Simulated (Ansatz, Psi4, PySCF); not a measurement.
AgF (SMILES [F][Ag]), singlet, at a GFN2-xTB geometry (such geometries of metal compounds can be far from the true shape) (core potentials on Ag). Base run: PBE0/def2-SVP (PySCF).

Here is a job for PySCF.
```python
from pyscf import gto, scf, dft

mol = gto.Mole()
mol.atom = '''
    Ag   -0.00000000   -0.00000000   -0.31678464
    F     0.00000000    0.00000000    1.65431980
'''
mol.basis = 'def2-svp'
mol.ecp = {'Ag': 'def2-svp'}
mol.verbose = 4
mol.build()

mf = dft.RKS(mol)
mf.xc = 'pbe0'
mf.kernel()
```

The same geometry, method and basis name were run in Ansatz (a quantum-chemistry and plane-wave program) and Psi4 and PySCF, at each program's defaults and at the settings that a row names. The base is PySCF at its defaults. Differences at the defaults can come from grids, fitting, cores and function types together.

```
code and settings                                                                             ΔE vs base (mEh)  basis functions      E (Eh)  SCF cycles  dipole (D)
--------------------------------------------------------------------------------------------  ----------------  ---------------  ----------  ----------  ----------
PySCF, defaults (exact integrals, its default grid, spherical functions)                                 0.000               45  -246.59452          10        5.32
Psi4, defaults (density fitting with its default set, its default grid, spherical functions)            -0.022               45  -246.59454          10        5.32
Ansatz, defaults (factorised integrals, its default grid, spherical functions)                          -0.002               45  -246.59452           -           -
PySCF, density fitting with def2-universal-jkfit                                                        -0.021               45  -246.59454          10        5.32
PySCF, fine grid                                                                                        -0.006               45  -246.59453          10        5.32
Psi4, exact integrals, spherical functions, fine grid                                                   -0.006               45  -246.59453          13        5.32
Ansatz, high accuracy                                                                                   -0.005               45  -246.59453           -           -
```
